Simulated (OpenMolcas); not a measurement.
Cr4+ (d2) in a complex was computed by SS-CASPT2, IPEA 0.25 Eh, imaginary shift 0.1 Eh with the d shell active (OpenMolcas, ANO-RCC-VDZP on the metal). Its lowest spin-free states, and all those of the highest spin:

```
2S+1  Degeneracy  E (cm-1)
   3           1         0
   3           2      4910
   1           2     10610
   1           2     15040
   1           1     15850
   3           1     20720
   3           2     22700
   1           1     27200
   1           1     30250
   3           1     31510
   3           2     32630
   1           2     33040
   3           1     45700
```

Q: Is the site octahedral, tetrahedral or cube-like, axial, or of lower symmetry?

A: The states with 2S+1 = 3 have orbital degeneracies 1, 2, 1, 2, 1, 2, 1. There are pairs but no triples, so the site is axial: not cubic, but with a proper or improper axis of order three or more. The run had Cr4+ with 6 ligands (water) in trigonal antiprismatic coordination (D3d) at 1.96 Å, a polar angle of 60.2° against the regular 54.74°. Ligand basis ANO-RCC-VDZP.

Roots that are degenerate in the reference are averaged as groups; the widest CASPT2 spread within a group is 200 cm-1 (the 2-fold group of multiplicity 3 near 4910 cm-1 above the lowest state of its run). Shifts and gaps below about the spread of the groups concerned are not significant. Over all roots computed the reference weight is 0.67 to 0.69; a low but even weight reflects the number of correlated electrons. The least metal-like active orbital is 81 % on the metal (Löwdin) and no ligand orbital is active, so the numbers are rough. Ligand-to-metal charge-transfer states are missing. With no ligand orbital active B as a rule stays too high, so bands that hang on it stand too high and its fall with covalency is understated. With one d shell and no ligand orbital active, 10Dq can be off by a tenth or more. The distance lies 3 % over the 1.91 Å that this model takes as the normal distance (a Shannon-type radius plus a fixed donor radius); by an R⁻⁵ law this alone changes a d-shell field by about -12 %. No measured value stands beside these numbers; the geometry was imposed, not optimised, and the real ion may take another.
